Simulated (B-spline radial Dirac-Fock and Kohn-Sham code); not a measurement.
**Kohn-Sham estimates against Dirac-Fock for the levels of Ce²⁺**

System: Ce²⁺, 1s2 2s2 2p6 3s2 3p6 3d10 4s2 4p6 4d10 4f2 5s2 5p6.

The density-functional columns are spherical, spin-unpolarised Dirac-Kohn-Sham results without Breit or QED terms: −ε is minus the orbital energy of the initial state and ΔSCF the difference of two total energies. The reference in the last column comes from multi-electron Dirac-Fock with separately optimised hole states, Breit and Lamb-shift corrections added in first order. All numbers are from an atomic code on a B-spline grid, in eV; a selection of levels is shown. For the 1s level of heavy atoms much of the gap between ΔSCF and the reference is the Breit and QED part, -156.0 eV here; for other levels the error of the functional can be larger.

```tsv
level	LDA −ε	LDA ΔSCF	PBE −ε	PBE ΔSCF	Dirac-Fock
1s	40196.7	40601.1	40237.9	40643.5	40457.1
2s	6439.7	6513.1	6445.1	6518.2	6570.3
2p1/2	6083.6	6175.8	6085.8	6177.8	6180.5
2p3/2	5637.5	5722.2	5639.1	5723.7	5739.3
3s	1389.9	1413.8	1391.5	1415.3	1454.8
3p1/2	1238.7	1263.7	1239.3	1264.2	1290.1
3p3/2	1151.1	1174.9	1151.5	1175.2	1201.7
3d3/2	885.6	912.8	885.4	912.5	917.0
3d5/2	866.7	893.5	866.5	893.2	898.6
4s	285.4	296.3	286.1	296.9	314.8
4p1/2	229.3	240.0	229.6	240.2	251.9
4p3/2	210.5	220.8	210.9	221.2	233.2
4d3/2	118.4	128.2	118.3	128.1	128.4
4d5/2	115.1	124.8	115.1	124.8	125.2
4f	13.22	20.82	12.94	20.50	17.23
5s	50.19	56.50	49.97	56.25	58.37
5p1/2	35.21	41.05	35.01	40.82	39.50
5p3/2	32.58	38.22	32.43	38.06	36.86
```

Q: Order the estimates of the K (1s) level by their distance from the Dirac-Fock value, nearest first.
A. LDA ΔSCF
B. PBE ΔSCF
C. PBE −ε
D. LDA −ε

A: A (144.0 eV), B (186.5 eV), C (219.1 eV), D (260.4 eV).

Values without a named source are computed, but for edge energies of neutral atoms, which are taken from tables.
